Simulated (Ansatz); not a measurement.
Mulliken charges of F2H2Se2Sn, SMILES `[F][Sn]([F])([SeH])[SeH]` from B3LYP/def2-TZVPP in Ansatz (PBE0-D4/def2-TZVP geometry).

```json
{"atom": "F1", "x (Å)": "0.377", "y (Å)": "-2.332", "z (Å)": "0.217", "charge (e)": "-0.466"}
{"atom": "Sn2", "x (Å)": "0.105", "y (Å)": "-0.446", "z (Å)": "0.174", "charge (e)": "1.194"}
{"atom": "F3", "x (Å)": "1.641", "y (Å)": "0.196", "z (Å)": "1.108", "charge (e)": "-0.466"}
{"atom": "Se4", "x (Å)": "-2.014", "y (Å)": "-0.100", "z (Å)": "1.435", "charge (e)": "-0.210"}
{"atom": "Se5", "x (Å)": "0.298", "y (Å)": "0.498", "z (Å)": "-2.126", "charge (e)": "-0.223"}
{"atom": "H6", "x (Å)": "-2.051", "y (Å)": "1.300", "z (Å)": "0.985", "charge (e)": "0.079"}
{"atom": "H7", "x (Å)": "1.705", "y (Å)": "0.817", "z (Å)": "-1.838", "charge (e)": "0.092"}
```

**Question.** By hand: the dipole of these point charges (1 e Å = 4.8032 D).

**Answer.** Σ q r = (-0.464, 0.551, -0.328) e Å, of length 0.792 e Å = 3.80 D.

**Question.** How does the dipole of the full density compare? (Best estimate.)

**Answer.** Computed: (-0.394, 0.470, -0.278) e Å, 3.23 D; the point charges give 1.18 times that, at 0° from its direction.

Point charges leave out the atoms' own dipoles, such as those of lone pairs, and Mulliken's split depends on the basis, so the two needn't agree.

B3LYP here is the variant with VWN-RPA as its local correlation; programs differ in this.
